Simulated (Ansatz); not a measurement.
Relaxation of BBrFH₃ (6 atoms, charge 0, multiplicity 1), to a largest force component of 0.03 eV/Å in at most 50 steps.

Computed with RKS PBE-D4/def2-SVP (Ansatz).

```xyz
6
Properties=species:S:1:pos:R:3
B 0.021 -0.464 -0.359
F 0.009 0.228 2.056
H 1.089 0.058 -0.562
H -1.076 -0.006 -0.560
Br 0.079 -2.414 0.106
H 0.023 -0.686 2.241
```

Task: Where does it end, and by what steps?

Result: It converged. After 8 steps the energy has fallen by 0.191 eV; F2 moved furthest, 0.41 Å.

```json
{"step": "0", "energy less start (eV)": "0.0000", "largest force component (eV/Å)": "1.060", "accepted": "yes"}
{"step": "1", "energy less start (eV)": "-0.0968", "largest force component (eV/Å)": "0.375", "accepted": "yes"}
{"step": "2", "energy less start (eV)": "-0.1531", "largest force component (eV/Å)": "0.705", "accepted": "yes"}
{"step": "3", "energy less start (eV)": "-0.1528", "largest force component (eV/Å)": "0.758", "accepted": "no"}
{"step": "4", "energy less start (eV)": "-0.1846", "largest force component (eV/Å)": "0.305", "accepted": "yes"}
{"step": "5", "energy less start (eV)": "-0.1886", "largest force component (eV/Å)": "0.148", "accepted": "yes"}
{"step": "6", "energy less start (eV)": "-0.1905", "largest force component (eV/Å)": "0.072", "accepted": "yes"}
{"step": "7", "energy less start (eV)": "-0.1906", "largest force component (eV/Å)": "0.043", "accepted": "yes"}
{"step": "8", "energy less start (eV)": "-0.1907", "largest force component (eV/Å)": "0.003", "accepted": "yes"}
```

```xyz
6
Properties=species:S:1:pos:R:3
B 0.019 -0.365 -0.073
F 0.005 0.128 1.660
H 1.074 0.082 -0.457
H -1.061 0.021 -0.455
Br 0.075 -2.334 0.338
H 0.033 -0.815 1.909
```

Time of the run: 15 s on 1 thread of Arm Neoverse V2, with other jobs on the host, peak memory 0.14 GiB.
